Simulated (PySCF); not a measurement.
This PySCF input asks for the NMR shieldings of `InChI=1S/C6H11BFN/c1-3-4-9-7-5-6(2)8/h5H,3,7H2,1-2H3/b6-5-`; the geometry comes from GFN2-xTB.

```python
import basis_set_exchange as bse
import numpy as np
from pyscf import gto, dft
from pyscf.prop import nmr

atoms = """
C    -2.441004    1.556612   -0.333575
C    -2.825960    0.074506   -0.383662
C    -1.680883   -0.747103   -0.117167
N    -0.744052   -1.373752    0.099048
B     0.473970   -2.151490    0.376253
C     1.751219   -1.176494    0.413822
C     1.848846    0.135730    0.314741
C     3.071344    0.996297    0.376046
F     0.722428    0.915747    0.132292
H    -2.063714    1.817724    0.650983
H    -3.310465    2.169838   -0.554951
H    -1.660733    1.769480   -1.058600
H    -3.219479   -0.182274   -1.372039
H    -3.595914   -0.145756    0.362246
H     0.295282   -2.670076    1.437615
H     0.560214   -2.947991   -0.509504
H     2.694340   -1.688650    0.554973
H     3.011713    1.670939    1.231256
H     3.960937    0.381329    0.468254
H     3.146762    1.606063   -0.525004
"""
names = dict.fromkeys(["C", "N", "B", "F", "H"], "pcSseg-1")
basis = {el: gto.basis.parse(bse.get_basis(n, elements=[el], fmt="nwchem")) for el, n in names.items()}
mol = gto.M(atom=atoms, basis=basis, charge=0, verbose=0)
mf = dft.RKS(mol, xc="PBE0")
mf.grids.level = 2
mf.grids.alignment = dft.numint.BLKSIZE   # the property module wants whole blocks of grid points
mf.conv_tol = 1e-9
mf.kernel()

calc = nmr.RKS(mf)   # GIAO
C = mf.mo_coeff
Co = C[:, mf.mo_occ > 0]
resp = mf.gen_response(singlet=True, hermi=2)
def vind(x):   # induced exchange potential for any number of trial vectors
    d = np.einsum("pi,xij,qj->xpq", C, 2 * x.reshape(-1, C.shape[1], Co.shape[1]), Co, optimize=True)
    return np.einsum("xpq,pi,qj->xij", resp(d - d.transpose(0, 2, 1)), C, Co, optimize=True).ravel()
mo1, _ = nmr.rhf.solve_mo1(calc, with_cphf=vind)
sigma = calc.kernel(mo1)
for i, s in enumerate(sigma):   # ppm
    print("%2d %-2s %9.2f" % (i, mol.atom_pure_symbol(i), np.trace(s) / 3))
```

Q: What does it print?

A: 
```
 0 C     175.54
 1 C     173.70
 2 C      65.29
 3 N      37.43
 4 B     134.77
 5 C      68.25
 6 C      20.68
 7 C     162.95
 8 F     294.57
 9 H      30.15
10 H      30.51
11 H      30.05
12 H      29.08
13 H      29.09
14 H      29.18
15 H      29.26
16 H      26.93
17 H      29.59
18 H      30.05
19 H      29.70
```

These numbers come from an equivalent density-fitted implementation of the same equations, which agrees with the script to about 0.01 ppm for H and up to a few tenths of a ppm for heavy atoms, so last digits may differ.

Size and cost of the density-fitted run: 208 basis functions, 86 s wall time on 1 thread of an Arm Neoverse N1, shared host; peak memory 0.93 GiB.
